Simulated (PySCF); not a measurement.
MnI₂, SMILES [I][Mn][I] (connectivity only; charge and spin as stated), neutral, multiplicity 6.

The structure is a stationary point at PBE0-D3(BJ)/def2-SVP. The spin state was assumed, not searched. The def2 effective core potentials stand for the cores of I; spin–orbit coupling is left out.

Two levels are set side by side: PBE/def2-TZVPD (PySCF) and M06-2X/def2-TZVPD (PySCF). Same geometry, gas phase. Differences are taken from unrounded values.

| quantity | M06-2X |
|---|---|
| α-spin orbital gap (eV) | 7.78 |
| β-spin orbital gap (eV) | 6.42 |
| mean polarisability (bohr³) | 98.6 |

Problem. What does PBE give, and how far is it from M06-2X? (The exact figures need the calculation; the answer reports its results.)

Solution. 
```csv
quantity,PBE,PBE minus M06-2X
α-spin orbital gap (eV),4.16,-3.63
β-spin orbital gap (eV),2.38,-4.04
mean polarisability (bohr³),117.6,19.0
```

Loosely held outer electrons make PBE densities more polarisable. Differences between two approximate levels are no errors against the true value.

Rough cost on one machine, each run with all the roots and properties that it gave: M06-2X against PBE within a factor of 2.
